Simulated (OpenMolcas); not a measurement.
Ionisation energies of osmium

| Item | Value |
| --- | --- |
| Program | OpenMolcas |
| Basis | ANO-RCC-VQZP [9s8p6d4f3g2h] |
| Scalar Hamiltonian | DKH2, point nucleus |
| Spin-orbit coupling | state interaction with AMFI integrals over the reference wave functions, term energies averaged over their components |

Active shells in each charge state: the valence d, s shells, with orbitals averaged over the low states. Where CASPT2's correlated closed shells are named, they are those of the first ion.

A. CASSCF
B. SS-CASPT2, IPEA 0.25 Eh, imaginary shift 0.1 Eh (closed shells correlated: 5s 5p)
C. SS-CASPT2, IPEA 0 Eh, imaginary shift 0.1 Eh (closed shells correlated: 5s 5p)
D. SS-CASPT2, IPEA 0.25 Eh, imaginary shift 0.1 Eh (closed shells correlated: 4f 5s 5p)

Energies in eV between the lowest computed levels, named as in B; reference values from the NIST Atomic Spectra Database with their kind.

```csv
From,To,A,B,C,D,Spin-orbit share in B,Reference
Os 5d⁶ 6s² ⁵D₄,Os+ 5d⁶ 6s ⁶D_9/2,6.198,8.670,8.782,8.657,+0.128,8.438 (measured)
Os+ 5d⁶ 6s ⁶D_9/2,Os2+ 5d⁶ ⁵D₄,15.802,17.115,17.197,17.275,+0.198,17.000 (semi-empirical)
```

Error against the reference values, in %:

| From | Reference | A | B | C | D |
| --- | --- | --- | --- | --- | --- |
| Os | measured | -26.5 | +2.7 | +4.1 | +2.6 |
| Os+ | semi-empirical | -7.0 | +0.7 | +1.2 | +1.6 |

Absolute error against the one measured value: A 2.24 eV, B 0.23 eV, C 0.34 eV, D 0.22 eV.

The lowest level within the active space need not be the ion's true ground level.
